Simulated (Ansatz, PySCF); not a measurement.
Stepwise substitution at one centre (Al F-NH2). All species are isolated molecules in the gas phase. Strings in code marks are SMILES.

Quantity: vertical ionisation energy (energy after one electron is removed minus that of the parent at the parent's geometry), in eV.

Level 1: PBE-D3(BJ)/def2-TZVP // B3LYP-D3(BJ)/def2-TZVP (PySCF)
Level 2: PBE/6-31G* // B3LYP-D3(BJ)/def2-TZVP (PySCF)
Level 3: minus the HOMO energy of B3LYP/6-31G* // B3LYP-D3(BJ)/def2-TZVP (PySCF)
Level 4: HF/cc-pVTZ // B3LYP-D3(BJ)/def2-TZVP (Ansatz, a quantum-chemistry and plane-wave program)

| species | level 2 | level 3 | level 4 |
|---|---|---|---|
| `[NH2][Al]([F])[F]` | 10.35 | 7.37 | 9.28 |

What does level 1 give for each?


- `[NH2][Al]([F])[F]`: 10.66
